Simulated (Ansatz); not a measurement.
Total energies of AlBH₆OSSi.

```csv
atom,x (Å),y (Å),z (Å)
B1,1.895,-0.348,0.651
Si2,0.705,-0.170,-0.863
S3,1.267,1.617,0.458
O4,-0.890,-0.437,-0.861
Al5,-2.485,-0.430,-0.297
H6,3.063,-0.330,0.385
H7,1.518,-0.802,1.691
H8,1.121,0.226,-2.231
H9,0.137,1.509,1.179
H10,-3.496,-1.443,-0.954
H11,-2.835,0.608,0.841
```

Total charge 0; spin multiplicity 1. The bonds changed during the relaxation, so this is another structure than the one it started from. Geometry: relaxed with PBE0-D4/def2-TZVP. It is one conformer, not always the lowest. Basis def2-TZVPP, Ansatz 0.2.0.

RPA on PBE orbitals: Hartree–Fock energy of these orbitals -1031.51495 Eh, correlation -1.26845 Eh (frozen core).

```csv
functional,energy without D4 (Eh),D4 term (kJ/mol)
PBE,-1033.36538,-28.4
BLYP,-1033.91939,-61.1
r2SCAN,-1033.82315,-6.9
r2SCANh,-1033.81254,-7.5
r2SCAN0,-1033.79787,-8.3
HSE06 (plane-wave form),-1033.43394,-23.0
BHLYP,-1033.90647,-38.5
CAM-B3LYP,-1033.93489,-25.2
ωB97M-V,-1033.85348,–
B2PLYP,-1033.51516,–
```

Give the same for LDA (SPW92), revPBE, B97M-V, PBE0, B3LYP, LC-ωPBE, ωB97X-V, PBE-QIDH. (Best estimate.)

Ansatz gave: 
| functional | energy without D4 (Eh) | D4 term (kJ/mol) |
| --- | --- | --- |
| LDA (SPW92) | -1029.51357 | – |
| revPBE | -1033.73267 | -76.3 |
| B97M-V | -1033.72271 | – |
| PBE0 | -1033.45976 | -24.3 |
| B3LYP | -1034.02760 | -46.2 |
| LC-ωPBE | -1033.60103 | – |
| ωB97X-V | -1033.78055 | – |
| PBE-QIDH | -1033.18880 | – |

B3LYP takes the VWN-RPA correlation (the form of Gaussian; ORCA's B3LYP/G). HSE06 is the plane-wave form, built on full-range PBE exchange. The double hybrids freeze the cores in their second-order part.

LC-ωPBE has ω = 0.4 bohr⁻¹.
